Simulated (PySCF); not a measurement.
Gas-phase XPS of `FC1(Br)C=C1`, computed

C3H2BrF.
Atom-mapped SMILES: `[F:1][C:2]1([Br:3])[CH:4]=[CH:5]1`

Cartesian coordinates in Å at the PBE0-D3(BJ)/def2-SVP level; atoms count from 1:
```
atom  x, y, z in Å
F1     1.3361    0.1675   -1.2413
C2     0.1607    0.1949   -0.5693
Br3   -1.1589    1.0287   -1.7256
C4     0.1153    0.3344    0.8729
C5    -0.1952   -0.8433    0.3777
H6     0.2423    0.9872    1.7340
H7    -0.5118   -1.8726    0.5329
```

Level of theory: delta-SCF UKS SCAN, pcX-2 on the ionised atom, pcseg-1 elsewhere, spin-free X2C (PySCF). Each binding energy is the total energy of the core-ionised species, with the hole localised on one atom, minus that of the ground state; both are solved self-consistently, so orbital relaxation is included.

Q: Give the core binding energies atom by atom.

A: 
```json
{"atom(s)": "F1", "bonded to": "C", "level": "F 1s", "binding energy (eV)": "692.74", "above the level's lowest (eV)": "0.00", "count": "1"}
{"atom(s)": "C2", "bonded to": "F, Br and 2 C", "level": "C 1s", "binding energy (eV)": "294.63", "above the level's lowest (eV)": "+2.71", "count": "1"}
{"atom(s)": "C4/C5", "bonded to": "C (double bond), C and H", "level": "C 1s", "binding energy (eV)": "291.92", "above the level's lowest (eV)": "0.00", "count": "2"}
```

Lowest listed C 1s: C4/C5, bonded to C (double bond), C and H. Highest, 2.71 eV above it: C2, bonded to F, Br and 2 C.

Q: Which photon wavelength matches the F 1s of F1 threshold?

A: λ = hc/E = 12398.42 eV Å / 692.74 eV = 17.898 Å.

Atoms equivalent by their bonding share one computed value, that of the first of them. No level of bromine is listed. Geometry: PBE0-D3(BJ)/def2-SVP; no solvent, vibrations or thermal averaging.

The run took 14 s of wall time on one thread of an Arm Neoverse V2 (shared host).
